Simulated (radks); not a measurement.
Question: The nickel ion Ni5+ is in [Ar] 3d5. Calculated with a radial shooting solver on a logarithmic mesh with Libxc functionals: non-relativistic Kohn-Sham, PBE, spin-polarised, spherical densities, point nucleus. Open shells are filled with parallel spins first. One electron is removed from 3s, 3d, 3p, 2p in turn, with full relaxation. Which removal costs least, and what does each cost?

Answer: 3d 108.13 eV; 3p 164.59 eV; 3s 202.72 eV; 2p 966.29 eV. The 3d electron leaves first.
